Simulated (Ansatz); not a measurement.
Input and output for C$_{4}$H$_{9}$Br (`CCCCBr`).

```yaml
crystal:
  periodic: [false, false, false]
  atoms:
    - {symbol: C, position_ang: [-1.510931, 0.755721, 1.005839]}
    - {symbol: C, position_ang: [-0.648241, 0.369583, -0.182355]}
    - {symbol: C, position_ang: [0.574340, -0.434495, 0.224295]}
    - {symbol: C, position_ang: [1.450763, -0.870738, -0.923751]}
    - {symbol: Br, position_ang: [2.305711, 0.635428, -1.826995]}
    - {symbol: H, position_ang: [-1.868968, -0.127823, 1.542041]}
    - {symbol: H, position_ang: [-0.949412, 1.367771, 1.717078]}
    - {symbol: H, position_ang: [-2.384901, 1.330696, 0.692918]}
    - {symbol: H, position_ang: [-0.324669, 1.268558, -0.715112]}
    - {symbol: H, position_ang: [-1.239777, -0.214441, -0.897101]}
    - {symbol: H, position_ang: [1.173467, 0.130422, 0.945840]}
    - {symbol: H, position_ang: [0.251579, -1.349271, 0.740016]}
    - {symbol: H, position_ang: [0.885794, -1.387032, -1.699039]}
    - {symbol: H, position_ang: [2.272344, -1.503478, -0.594972]}
basis:
  gaussian: {orbitals: ANO-RCC-VTZP}
magnetization: {spin_polarized: true, initial_magnetization: 2}
hamiltonian: {xc: {name: B2PLYP}}
output: {forces: true}
```

```sh
$ ansatz run in.yaml --threads 2 --pin off --events-out ev --progress --plain --max-ram 32768MiB --backend cuda --devices 0, --max-vram 18GiB
```

It prints (some lines left out):

```
Functional definition: B2PLYP
1682 factors; integrals over basis functions are off by at most 9.6e-4 eV
mean field evaluation 1: about -75180.9866 eV, gradient 4.2e1 eV
mean field evaluation 2: about -75181.0756 eV, gradient 4.2e1 eV
mean field evaluation 4: about -75189.1303 eV, gradient 1.1e1 eV
mean field evaluation 8: about -75189.8826 eV, gradient 4.4e-1 eV
mean field evaluation 16: about -75189.8866 eV, gradient 2.1e-2 eV
mean field evaluation 64: about -75189.8791 eV, gradient 3.2e-1 eV
mean field -75189.88796156 eV, -2763.1774170509 hartree, gradient 2.6e-6 eV, S^2 2.009033; 6 other end points of the search recorded, 0 dependent functions left out
13 core orbitals not correlated: weight in the atoms' cores, before any rotation towards them, 1.000 or more for the frozen orbitals, at most 0.000 for the correlated occupied ones
reference -75189.88817889 eV, -2763.1774250375 hartree; 22, 20 occupied and 254, 256 virtual orbitals, 1682 factors
second order -30.24699809 eV of doubles, -0.00000000 eV of singles
Total energy: -75198.05486838 eV, -2763.4775453405 hartree
Relativity: scalar
Atom 0 at    -1.510931     0.755721     1.005839 Å, force    -0.180329     0.140538     0.186306 eV/Å
Atom 1 at    -0.648241     0.369583    -0.182355 Å, force    -0.054727    -0.051986    -0.245516 eV/Å
Atom 2 at     0.574340    -0.434495     0.224295 Å, force     0.110987    -0.693257     0.378892 eV/Å
Atom 3 at     1.450763    -0.870738    -0.923751 Å, force    -2.914457    -3.773863     2.521569 eV/Å
Atom 4 at     2.305711     0.635428    -1.826995 Å, force     2.695875     4.483591    -2.701289 eV/Å
Atom 5 at    -1.868968    -0.127823     1.542041 Å, force     0.060617     0.082838    -0.082961 eV/Å
Atom 6 at    -0.949412     1.367771     1.717078 Å, force    -0.050912    -0.067739    -0.072029 eV/Å
Atom 7 at    -2.384901     1.330696     0.692918 Å, force     0.064842    -0.048114     0.039275 eV/Å
Atom 8 at    -0.324669     1.268558    -0.715112 Å, force    -0.034662     0.025159     0.005125 eV/Å
Atom 9 at    -1.239777    -0.214441    -0.897101 Å, force     0.056226     0.057437     0.066003 eV/Å
Atom 10 at     1.173467     0.130422     0.945840 Å, force    -0.024118     0.060908     0.001403 eV/Å
Atom 11 at     0.251579    -1.349271     0.740016 Å, force    -0.123129     0.301076     0.194074 eV/Å
Atom 12 at     0.885794    -1.387032    -1.699039 Å, force     0.073256    -0.269799    -0.184408 eV/Å
Atom 13 at     2.272344    -1.503478    -0.594972 Å, force     0.320529    -0.246789    -0.106443 eV/Å
Dipole moment:    -0.117832    -0.100703     0.113557 e Å
```

Hardware: 2 threads of an AMD EPYC 7R13 on a shared host and a share of an NVIDIA H100 80 GB. Wall time 23 s, peak host memory 2.2 GiB.
